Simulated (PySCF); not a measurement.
A side-by-side comparison of computed properties.

First species: C3H4N2S.
SMILES: `Nc1nccs1`

Second species: C8H9NSi.
Bonds: N1–C2, C2–C3 (aromatic), C3–C4 (aromatic), C4–C5 (aromatic), C5–C6 (aromatic), C6–C7 (aromatic), C7–C8, C8–C9 (double), C9–Si10, C2–C7 (aromatic), C6–Si10. Hydrogens: H11, H12 on N1; H13 on C3; H14 on C4; H15 on C5; H16 on C8; H17 on C9; H18, H19 on Si10.

Levels: B3LYP/def2-SVPD for dipole moment, HOMO energy, LUMO energy, HOMO–LUMO gap, static isotropic polarisability and electronic spatial extent ⟨r²⟩ about the centre of nuclear charge; TDDFT B3LYP/def2-SVPD for lowest singlet excitation; TDA B3LYP/def2-SVPD for lowest triplet excitation (Tamm–Dancoff); ΔSCF B3LYP/def2-SVPD for vertical ionisation energy; PBE0-D3(BJ)/def2-SVP for rotational constant A and rotational constant C. Geometries: PBE0-D3(BJ)/def2-SVP. Each species is one conformer at its optimised geometry, gas phase, non-relativistic unless stated. Electronic properties by PySCF.

Dipoles, sizes and rotational constants follow the conformer. The torsions of the flexible species, by atom-mapped SMILES:
- `[NH2:1][c:2]1[n:3][cH:4][cH:5][s:6]1`: H–N1–C2–N3 155°, H–N1–C2–N3 15°
- `[NH2:1][c:2]1[cH:3][cH:4][cH:5][c:6]2[c:7]1[CH:8]=[CH:9][SiH2:10]2`: H–N1–C2–C3 18°, H–N1–C2–C3 155°

```tsv
property	column X	column Y
dipole moment	1.72 D	2.21 D
HOMO energy	-5.99 eV	-5.72 eV
LUMO energy	-0.52 eV	-1.53 eV
HOMO–LUMO gap	5.47 eV	4.19 eV
lowest singlet excitation	4.69 eV	3.60 eV
lowest triplet excitation (Tamm–Dancoff)	3.52 eV	2.72 eV
static isotropic polarisability	68.8 au	131.3 au
vertical ionisation energy	8.18 eV	7.50 eV
electronic spatial extent ⟨r²⟩ about the centre of nuclear charge	575 bohr²	1613 bohr²
rotational constant A	5.358 GHz	1.975 GHz
rotational constant C	2.093 GHz	0.702 GHz
```

Q: Which column belongs to which species?

A: Column X is the first species and column Y the second. The first has 10 atoms and 52 electrons, the second 19 and 78.

Q: How does each property change from the first species to the second?

A: dipole moment +0.49 D; HOMO energy +0.27 eV; LUMO energy -1.01 eV; HOMO–LUMO gap -1.28 eV; lowest singlet excitation -1.09 eV; lowest triplet excitation (Tamm–Dancoff) -0.80 eV; static isotropic polarisability +62.5 au; vertical ionisation energy -0.68 eV; electronic spatial extent ⟨r²⟩ about the centre of nuclear charge +1038 bohr²; rotational constant A -3.383 GHz; rotational constant C -1.391 GHz.

On the first: The polarisability is 10.19 Å³ as a volume (1 au = 0.148185 Å³), or 1.32 au for each of the 52 electrons. The principal polarisabilities are 44.3, 75.6 and 86.5 au; their mean is the isotropic value.

On the second: No computed singlet falls in the visible range (750 to 380 nm, 1.65 to 3.26 eV); S1 lies 0.34 eV above its blue end. The 10 singlets span 3.60 to 5.97 eV, and their oscillator strengths add up to 0.55.
